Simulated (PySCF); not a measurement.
# Two-component Hartree-Fock for Cd³¹⁺ (cadmium, charge +31)

Start: [Ne] 3s2 3p5; 3p1/2 filled at m_j = -1/2, +1/2; 3p3/2 filled at m_j = -1/2, +1/2, +3/2. Calculated with PySCF 2.14 in an even-tempered Gaussian basis (19 s from 5.2 bohr⁻², ratio 2.4; 14 p from 6.8 bohr⁻², ratio 2.4; 5 d from 28 bohr⁻², ratio 2.6; 4 f from 41 bohr⁻², ratio 2.6): generalised Hartree-Fock with the X2C-1e Hamiltonian and a Gaussian nucleus; one run each with spin-orbit coupling (SO) switched off, then screened by Boettger's factors.

```json
{"spinor shell": "1s1/2", "electrons": "2", "ε, spin-free (eV)": "-28449.6", "ε, screened SO (eV)": "-28446.9", "weight of nominal j (screened SO)": "1.000", "rms radius, screened SO (bohr)": "0.0348"}
{"spinor shell": "2s1/2", "electrons": "2", "ε, spin-free (eV)": "-5627.3", "ε, screened SO (eV)": "-5626.2", "weight of nominal j (screened SO)": "1.000", "rms radius, screened SO (bohr)": "0.141"}
{"spinor shell": "2p1/2", "electrons": "2", "ε, spin-free (eV)": "-5210.7", "ε, screened SO (eV)": "-5347.4", "weight of nominal j (screened SO)": "1.000", "rms radius, screened SO (bohr)": "0.122"}
{"spinor shell": "3s1/2", "electrons": "2", "ε, spin-free (eV)": "-2079.7", "ε, screened SO (eV)": "-2079.2", "weight of nominal j (screened SO)": "1.000", "rms radius, screened SO (bohr)": "0.345"}
{"spinor shell": "3p1/2", "electrons": "2", "ε, spin-free (eV)": "-1941.6", "ε, screened SO (eV)": "-1972.5", "weight of nominal j (screened SO)": "0.995", "rms radius, screened SO (bohr)": "0.334"}
{"spinor shell": "3p3/2", "electrons": "3", "ε, spin-free (eV)": "-1941.6", "ε, screened SO (eV)": "-1927.1", "weight of nominal j (screened SO)": "0.997", "rms radius, screened SO (bohr)": "0.342"}
```

Task: Where does 2p3/2 lie, and what is the 2p spin-orbit splitting (screened SO)?

Result: At -5147.0 eV, 200.41 eV above 2p1/2.

| quantity | spin-free | screened SO |
| --- | --- | --- |
| E (hartree) | -4881.78432 | -4883.44409 |
| M_J | 3/2 | 3/2 |
| ⟨J²⟩ | 3.751 | 3.751 |
| ⟨L²⟩ | 2.001 | 2.008 |
| ⟨S²⟩ | 0.750 | 0.757 |

Each row is a mean over spinors that exchange with the open shell spreads, by up to 16.605 eV (3s1/2).

Breit and QED terms are absent; they matter most for the inner s and p1/2 levels.

Densities and radii are taken from the X2C orbitals without a picture-change correction, which distorts them close to the nucleus.

Without spin-orbit coupling the j labels of p, d and f shells carry no meaning; the spin-free column gives the mean over the occupied spinors of each nl shell.
